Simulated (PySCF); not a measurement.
# Radial density of Sn²⁺ (tin, charge +2)

r2SCANh, [Kr] 4d10 5s1 6s1, 6s spin antiparallel (an excited configuration). Computed with PySCF 2.14 in x2c-QZVPPall with one added diffuse shell each of s, p, d, f type (14s10p8d5f1g, 128 functions), with scalar relativity by spin-free X2C-1e.

| r (bohr) | 4πr²ρ (e/bohr) |
| --- | --- |
| 0.0304 | 58.72 |
| 0.0511 | 59.96 |
| 0.0859 | 82.31 |
| 0.145 | 61.22 |
| 0.243 | 66.77 |
| 0.409 | 36.95 |
| 0.688 | 22.49 |
| 1.16 | 13.95 |
| 1.95 | 2.747 |
| 3.27 | 0.3602 |
| 5.51 | 0.004299 |

Densities and radii are taken from the X2C orbitals without a picture-change correction, which distorts them close to the nucleus.

The outer electron is Rydberg-like, and this basis confines it to a smaller radius and binds it less than a complete one would. With the s spin flipped the determinant is a mixture of two multiplicities, not a spectroscopic state.
